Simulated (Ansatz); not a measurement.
`BN(C(C)C)[SiH](C)C` + `CC(C)[TeH]` → `C[SiH](C)[TeH]` + `BN(C(C)C)C(C)C`  (redistribution)

Gas-phase electronic energies from Ansatz, PBE0-D4/def2-TZVP geometries. CBS: MP2 limit from def2 TZ/QZ plus the TZ coupled-cluster correction, frozen cores. DFT in def2-TZVPP. B3LYP here is the variant with VWN-RPA as its local correlation; programs differ in this. Elements past krypton have def2 core potentials. For Te outer-core shells are correlated without core-valence functions, which leaves a few kJ/mol of doubt a bond. Each species was taken in one conformer, which may not be the lowest.

`BN(C(C)C)[SiH](C)C`:

Z-matrix (Å, degrees):
```
C
C 1 1.519
N 1 1.477 2 111.3
C 1 1.519 2 112.1 3 125.4
H 1 1.098 2 107.3 3 -117.0
H 2 1.093 1 110.6 3 176.5
H 2 1.092 1 110.5 3 -63.6
H 2 1.092 1 110.8 3 56.3
Si 3 1.757 1 115.9 2 -117.1
B 3 1.395 1 121.8 2 63.0
H 4 1.092 1 110.8 2 178.3
H 4 1.092 1 110.5 2 -61.8
H 4 1.093 1 110.6 2 58.0
C 9 1.869 3 110.0 1 -60.9
C 9 1.869 3 110.0 1 60.5
H 9 1.484 3 107.0 1 179.8
H 10 1.198 3 119.1 1 180.0
H 10 1.200 3 120.7 1 -0.0
H 14 1.093 9 111.9 3 60.5
H 14 1.093 9 110.8 3 -60.3
H 14 1.093 9 110.4 3 -179.8
H 15 1.094 9 110.3 3 179.5
H 15 1.092 9 110.8 3 60.0
H 15 1.093 9 111.9 3 -60.8
```

`CC(C)[TeH]`:

```xyz
12

C     0.150    1.396   -0.429
C    -0.387    0.015   -0.109
C     0.679   -1.056   -0.191
Te   -1.283    0.103    1.867
H    -0.631    2.160   -0.396
H     0.941    1.686    0.269
H     0.581    1.403   -1.435
H    -1.216   -0.222   -0.778
H     1.492   -0.856    0.511
H     0.281   -2.048    0.029
H     1.103   -1.081   -1.202
H    -1.712   -1.499    1.863
```

`C[SiH](C)[TeH]`:

```xyz
12

C    -0.110   -1.007   -1.454
Si   -0.233    0.380   -0.207
C     1.152    0.321    1.044
Te   -2.462    0.105    0.913
H    -0.158   -1.981   -0.962
H     0.841   -0.944   -1.989
H    -0.916   -0.952   -2.188
H    -0.213    1.696   -0.904
H     1.153   -0.634    1.575
H     2.119    0.444    0.545
H     1.047    1.119    1.782
H    -2.219    1.454    1.845
```

`BN(C(C)C)C(C)C`:

Z-matrix (Å, degrees):
```
C
C 1 1.522
N 1 1.464 2 112.2
C 1 1.523 2 111.7 3 -126.9
H 1 1.093 2 107.7 3 115.0
H 2 1.093 1 112.0 3 65.4
H 2 1.092 1 110.7 3 -55.5
H 2 1.092 1 110.1 3 -175.2
C 3 1.471 1 116.2 2 -63.2
B 3 1.385 1 121.4 2 116.8
H 4 1.092 1 110.1 2 -57.8
H 4 1.093 1 112.0 2 61.5
H 4 1.092 1 110.7 2 -177.5
C 9 1.521 3 111.5 1 116.9
C 9 1.521 3 111.5 1 -117.5
H 9 1.094 3 106.9 1 -0.3
H 10 1.198 3 119.0 1 0.0
H 10 1.198 3 120.1 1 -180.0
H 14 1.092 9 110.5 3 63.7
H 14 1.092 9 110.9 3 -56.3
H 14 1.093 9 110.5 3 -176.5
H 15 1.093 9 110.5 3 176.4
H 15 1.092 9 110.5 3 -63.8
H 15 1.092 9 110.9 3 56.2
```

```json
{"level": "LDA (SPW92)", "ΔE (kcal/mol)": "-3.5", "difference from CCSD(T)/CBS": "-4.6"}
{"level": "B97M-V", "ΔE (kcal/mol)": "1.1", "difference from CCSD(T)/CBS": "0.0"}
{"level": "PBE0-D4", "ΔE (kcal/mol)": "-1.5", "difference from CCSD(T)/CBS": "-2.6"}
{"level": "r2SCANh-D4", "ΔE (kcal/mol)": "-0.4", "difference from CCSD(T)/CBS": "-1.5"}
{"level": "ωB97M-V", "ΔE (kcal/mol)": "0.3", "difference from CCSD(T)/CBS": "-0.8"}
{"level": "BLYP", "ΔE (kcal/mol)": "1.0", "difference from CCSD(T)/CBS": "-0.1"}
{"level": "PBE0", "ΔE (kcal/mol)": "-1.8", "difference from CCSD(T)/CBS": "-2.9"}
{"level": "B3LYP", "ΔE (kcal/mol)": "0.6", "difference from CCSD(T)/CBS": "-0.5"}
{"level": "r2SCANh", "ΔE (kcal/mol)": "-0.5", "difference from CCSD(T)/CBS": "-1.6"}
{"level": "r2SCAN0", "ΔE (kcal/mol)": "-0.8", "difference from CCSD(T)/CBS": "-1.9"}
{"level": "LC-ωPBE", "ΔE (kcal/mol)": "-1.5", "difference from CCSD(T)/CBS": "-2.6"}
{"level": "HF/def2-SVP", "ΔE (kcal/mol)": "-3.3", "difference from CCSD(T)/CBS": "-4.4"}
{"level": "CCSD(T)/def2-SVP", "ΔE (kcal/mol)": "-4.2", "difference from CCSD(T)/CBS": "-5.3"}
{"level": "HF/def2-TZVPP", "ΔE (kcal/mol)": "1.0", "difference from CCSD(T)/CBS": "-0.1"}
{"level": "CCSD/def2-TZVPP", "ΔE (kcal/mol)": "1.2", "difference from CCSD(T)/CBS": "0.1"}
{"level": "CCSD(T)/def2-TZVPP", "ΔE (kcal/mol)": "1.2", "difference from CCSD(T)/CBS": "0.1"}
{"level": "CCSD(T)/CBS", "ΔE (kcal/mol)": "1.1", "difference from CCSD(T)/CBS": "0"}
```

Largest T1 diagnostic among the species: 0.011.

Leaving LDA and LC-ωPBE aside and taking each functional with its dispersion term where it has one, the values, not all of them listed here, spread over 3.2 kcal/mol, from PBE0-D4 to BLYP-D4. LDA lies −1.9 kcal/mol from PBE without D4. At CCSD(T), def2-SVP lies −5.3 kcal/mol from the extrapolated value and def2-TZVPP +0.1 kcal/mol.

CCSD(T)/CBS has its own doubt, a few kJ/mol and more with outer-core shells, so smaller differences from it don't rank the levels.
